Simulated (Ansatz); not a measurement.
Coupled-cluster run, `[SiH3]S[SiH2]Cl`.

```yaml
crystal:
  periodic: [false, false, false]
  atoms:
    - {symbol: Si, position_ang: [-0.689108, 1.461915, -0.189550]}
    - {symbol: S, position_ang: [0.903002, 0.644966, 0.996709]}
    - {symbol: Si, position_ang: [0.710631, -1.377316, 0.399012]}
    - {symbol: Cl, position_ang: [0.941543, -1.605605, -1.630843]}
    - {symbol: H, position_ang: [-1.802334, 0.482274, -0.266871]}
    - {symbol: H, position_ang: [-1.129344, 2.695580, 0.504094]}
    - {symbol: H, position_ang: [-0.216516, 1.790667, -1.554835]}
    - {symbol: H, position_ang: [-0.630119, -1.907990, 0.728769]}
    - {symbol: H, position_ang: [1.786146, -2.126792, 1.082416]}
basis:
  gaussian: {orbitals: def2-TZVPP}
correlation: {method: ccsd_t}
```

```sh
$ ansatz run in.yaml --threads 2 --pin off --events-out ev --progress --plain
```

Log, shortened:

```
Functional definition: HF
1357 factors; integrals over basis functions are off by at most 9.8e-4 eV
mean field evaluation 1: about -39126.9017 eV, gradient 1.9e1 eV
mean field evaluation 2: about -39127.2238 eV, gradient 1.9e1 eV
mean field evaluation 4: about -39128.8568 eV, gradient 3.0e0 eV
mean field evaluation 8: about -39128.8939 eV, gradient 1.6e-1 eV
mean field -39128.89409200 eV, -1437.9603353640 hartree, gradient 3.2e-6 eV, S^2 0.000000; 0 other end points of the search recorded, 0 dependent functions left out
20 core orbitals not correlated: weight in the atoms' cores, before any rotation towards them, 1.000 or more for the frozen orbitals, at most 0.000 for the correlated occupied ones
reference -39128.89409200 eV, -1437.9603353640 hartree; 13, 13 occupied and 205, 205 virtual orbitals, 1357 factors
second order -16.76180024 eV of doubles, -0.00000000 eV of singles
cycle   1  -17.95429296 eV  change    -1.2e0 eV  update   9.2e-2
cycle   2  -18.46018560 eV  change   -5.1e-1 eV  update   2.7e-2
cycle   3  -18.52680736 eV  change   -6.7e-2 eV  update   1.1e-2
cycle   4  -18.51878129 eV  change    8.0e-3 eV  update   2.9e-3
cycle   5  -18.51776161 eV  change    1.0e-3 eV  update   9.8e-4
cycle   6  -18.51764928 eV  change    1.1e-4 eV  update   2.9e-4
cycle   7  -18.51759386 eV  change    5.5e-5 eV  update   9.1e-5
cycle   8  -18.51762579 eV  change   -3.2e-5 eV  update   3.3e-5
cycle   9  -18.51763234 eV  change   -6.5e-6 eV  update   1.2e-5
perturbative correction -0.78089032 eV, -0.0286971898 hartree
Total energy: -39148.19261465 eV, -1438.6695429905 hartree
```

Hardware: 2 threads of a server CPU on a shared host. Wall time 98 s, peak host memory 3.8 GiB.

Correlation energy per correlated electron: -0.742 eV. T1 diagnostic: 0.0105.
